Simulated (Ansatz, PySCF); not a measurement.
C3H8N2Si, SMILES N[C@@H]1CN=C1[SiH3]. Atoms are numbered in the order given.

```xyz
14

N     -1.5700     0.3955    -1.5064
C     -0.9125    -0.5264    -0.6307
C     -1.5814    -0.8461     0.7299
N     -0.3318    -0.4646     1.4198
C      0.2302    -0.1246     0.3068
Si     1.9463     0.6261     0.0816
H     -1.0564     0.5259    -2.3742
H     -1.6779     1.3101    -1.0726
H     -0.6640    -1.4411    -1.1958
H     -1.9014    -1.8843     0.9195
H     -2.4159    -0.1731     0.9843
H      1.8080     1.9894    -0.5197
H      2.6490     0.7184     1.3916
H      2.7317    -0.2141    -0.8741
```

Geometry optimised at PBE0-D3(BJ)/def2-SVP. The structure was generated by enumeration; whether it is a known compound was not checked. The values are those of a single conformer.

Two levels are set side by side: PBE-D3(BJ)/def2-SVP (Ansatz, a program for electronic structure) and PBE0-D3(BJ)/def2-SVP (Ansatz). Each level has its own optimised geometry; the coordinates shown are those of the second. Frequencies come from the Hessian of PySCF at each geometry. Differences are taken from unrounded values.

```csv
quantity,PBE0-D3(BJ),PBE-D3(BJ),PBE-D3(BJ) minus PBE0-D3(BJ)
mean bond length (Å),1.357,1.367,0.011
bond N1–C2 (Å),1.431,1.443,0.011
bond C2–C3 (Å),1.550,1.561,0.011
bond C2–C5 (Å),1.532,1.543,0.011
bond C3–N4 (Å),1.477,1.494,0.016
bond N4–C5 (Å),1.292,1.308,0.016
bond C5–Si6 (Å),1.887,1.894,0.008
bond N1–H7 (Å),1.017,1.027,0.010
bond N1–H8 (Å),1.018,1.028,0.010
bond C2–H9 (Å),1.104,1.112,0.009
bond C3–H10 (Å),1.103,1.111,0.009
bond C3–H11 (Å),1.102,1.110,0.008
bond Si6–H12 (Å),1.496,1.507,0.011
bond Si6–H13 (Å),1.489,1.500,0.011
bond Si6–H14 (Å),1.495,1.506,0.011
highest harmonic wavenumber (cm⁻¹),3637,3498,-139
mean harmonic wavenumber (cm⁻¹),1315,1266,-50
zero-point energy (kcal/mol),67.69,65.13,-2.56
```

GGA bonds tend to be longer and softer than those of functionals with exact exchange. Differences between two approximate levels are no errors against the true value.
